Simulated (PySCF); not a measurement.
Species: C3H3BF2.
Geometry (PBE0-D3(BJ)/def2-SVP, Å), atoms numbered from 1 in this order:
```
atom  x, y, z in Å
F1     2.3429   -1.2314   -0.2415
B2     1.4321   -0.3554    0.1484
F3     1.8636    0.6574    0.8847
C4    -0.0594   -0.5036   -0.2373
C5    -0.9260    0.7418   -0.3912
C6    -1.1382    0.0619    0.6797
H7    -0.3175   -1.3839   -0.8489
H8    -1.1257    1.5806   -1.0510
H9    -1.6638   -0.1208    1.6120
```

NICS = −σ at a ghost point: NICS(0) at the centroid of the ring atoms, NICS(1) 1 Å to either side along the normal of their mean plane, zz for the tensor component along that normal. Level: GIAO PBE0/pcSseg-1 (PySCF, non-relativistic, gas phase) on the PBE0-D3(BJ)/def2-SVP geometry, one conformer.

Ring bond lengths (Å), with Mayer bond orders in brackets: C4–C5 1.525 (0.88), C5–C6 1.286 (1.77), C6–C4 1.525 (0.88).

Give the NICS values of each ring in ppm.

```csv
ring,type,NICS(0),"NICS(1), two faces","NICS(1)zz, two faces",rms pucker (Å),"centre to ring atoms, mean (Å)"
C4–C5–C6,"3-membered carbocycle; formal bonds 1 double, 2 single",-31.9,-6.6 / -6.7,-15.7 / -16.9,0.00,0.83
```

What do they say, and how far can they be read as aromaticity?

- C4–C5–C6: mean NICS(1)zz -16.3 ppm, shielded. C4 has four or more neighbours, and the NICS criterion for π rings isn't applied. NICS(0) lies 25 ppm below the mean NICS(1).

At the first NICS(1) probe listed for ring C4–C5–C6, 1 Å off the ring, what do the in-plane components average?

The isotropic value is a third of the trace: (3 × -6.6 − (-15.7))/2 = -2.0 ppm.

Give the inner angles of the rings and the Hirshfeld charges of the ring atoms.

- C4–C5–C6: C4 49.9° (-0.135 e), C5 65.0° (-0.032 e), C6 65.1° (-0.032 e); sum 180.0° against 180° for a flat convex ring.

How do the values depend on the level or the medium?

```tsv
level	NICS(0), C4–C5–C6	mean NICS(1)zz, C4–C5–C6
PBE0/pcSseg-1, gas	-31.9	-16.3
WP04/pcSseg-2, gas	-32.2	-16.8
```

The geometry is the same throughout.
